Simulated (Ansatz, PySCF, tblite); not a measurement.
Potential energy curve for SeB (cation, charge +1), lowest triplet found (which spin is the ground state isn't settled by this scan).

- UHF/cc-pVDZ (Ansatz, a quantum-chemistry and plane-wave program)
- GFN2-xTB, 300 K electronic temperature (tblite)
- UKS-M06-2X/6-31G* = unrestricted M06-2X/6-31G*, spherical d in PySCF

Total energies in hartree (comparable only within one method and basis):

| R / Å | UHF | GFN2-xTB | UKS-M06-2X/6-31G* |
|---|---|---|---|
| 1.47 | -2423.97901 | -3.67641 | -2425.52934 |
| 1.59 | -2424.05703 | -3.75068 | -2425.60408 |
| 1.71 | -2424.09239 | -3.77109 | -2425.63792 |
| 1.76 | -2424.09890 | -3.77151 | -2425.64415 |
| 1.86 | -2424.10248 | -3.76489 | -2425.64749 |
| 1.95 | -2424.09875 | -3.75424 | -2425.64363 |
| 2.00 | -2424.09506 | -3.74738 | -2425.63983 |
| 2.04 | -2424.09166 | -3.74163 | -2425.63629 |
| 2.13 | -2424.08342 | -3.72832 | -2425.62767 |
| 2.22 | -2424.07824 | -3.71500 | -2425.61935 |

The scan ran from 1.47 to 6.92 Å; beyond the distances shown full CI changes its symmetry label. The unrestricted determinant behind UHF is spin-contaminated at 2.22 Å (<S²> up to 2.4, against 2.00 for a pure triplet).
